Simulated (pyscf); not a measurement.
HO–Ge(F)(F)–F (SMILES [OH][Ge]([F])([F])[F]), singlet

Gas-phase minimum from PySCF at ωB97X-D3(BJ)/def2-SVP, one conformer. 

```xyz
6

O      1.5747    -0.1614    -0.2768
Ge    -0.1060     0.2486    -0.3343
F     -0.3628     1.8812    -0.7787
F     -0.8727    -0.7519    -1.4796
F     -0.8798     0.0369     1.1775
H      2.0896     0.3574     0.3544
```

Bonds (Å): O1–Ge2 1.731, O1–H6 0.966, Ge2–F3 1.711, Ge2–F4 1.703, Ge2–F5 1.711. Angles (°): Ge2–O1–H6 114.3, O1–Ge2–F3 112.4, O1–Ge2–F4 108.7, O1–Ge2–F5 112.4, F3–Ge2–F4 108.6, F3–Ge2–F5 106.2, F4–Ge2–F5 108.5.

Properties at ωB97X-D3(BJ)/def2-SVP:

- Harmonic wavenumbers, unscaled: 58, 208, 224, 262, 274, 276, 726, 786, 799, 809, 895, 3899 cm⁻¹
- Zero-point energy: 13.2 kcal/mol
- Rotational symmetry number: 1
- Entropy of this conformer at 298 K and 1 atm, rigid rotor and harmonic oscillator, modes under 100 cm⁻¹ raised to 100: 337.1 J/(mol K)
- Dipole moment: 2.33 D

Single-point totals, which compare only within one level (frozen core for MP2 and CC):

```json
[
 {"level": "ωB97X-D3(BJ)/def2-TZVP", "total energy (hartree)": "-2452.65288"},
 {"level": "PBE/def2-TZVP", "total energy (hartree)": "-2452.00302"},
 {"level": "r²SCAN/def2-TZVP", "total energy (hartree)": "-2452.51618"},
 {"level": "B3LYP-D3(BJ)/def2-TZVP", "total energy (hartree)": "-2452.72525"},
 {"level": "PBE0-D3(BJ)/def2-TZVP", "total energy (hartree)": "-2452.05375"},
 {"level": "M06-2X/def2-TZVP", "total energy (hartree)": "-2452.57278"},
 {"level": "ωB97M-D3(BJ)/def2-TZVP", "total energy (hartree)": "-2452.76317"},
 {"level": "HF/def2-TZVPP", "total energy (hartree)": "-2449.45893"},
 {"level": "MP2/def2-TZVPP", "total energy (hartree)": "-2450.69186"},
 {"level": "CCSD/def2-TZVPP", "total energy (hartree)": "-2450.68431"},
 {"level": "CCSD(T)/def2-TZVPP", "total energy (hartree)": "-2450.72312"}
]
```

Soft torsions are taken as harmonic, which can shift the entropy by several J/(mol K). The CCSD(T) − MP2 part came from Ansatz, without density fitting, on the same reference. The frozen core leaves the outer d or s,p core shells of the metals and heavy elements correlated in the MP2 and CC values, and def2-TZVPP describes them poorly, so these totals are far from the basis limit. Elements up to Kr have no core potential and no relativistic terms here.
